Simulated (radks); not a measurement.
Spherical jellium clusters: N electrons in a uniform positive sphere of charge N and radius rs N^(1/3), rs = 4.61 bohr. Method: non-relativistic Kohn-Sham, LDA (Slater exchange, Perdew-Wang correlation), spin-polarised, spherical densities; computed with a radial shooting solver with Libxc functionals. Levels are named by radial order and angular momentum (1s, 1p, 1d, 2s, ...), and open shells are averaged over m.

N = 8, configuration 1s2 1p6. This is the lowest configuration that the search found. Occupied and some empty levels:

level  occupation  eigenvalue (eV)  <r> (bohr)
1s              2          -3.8146       6.176
1p              6          -2.8903       7.390
1d              0          -1.7522       8.514
2s              0          -1.3061       8.324
1f              0         -0.53502       10.01

Energy (eV): total -14.5881, kinetic 10.242, external -223.41, Hartree 110.50, exchange-correlation -25.250, background 113.33. Static polarisability (adiabatic kernel): 1068 bohr^3, against R^3 = 783.8 for a classical metal sphere.
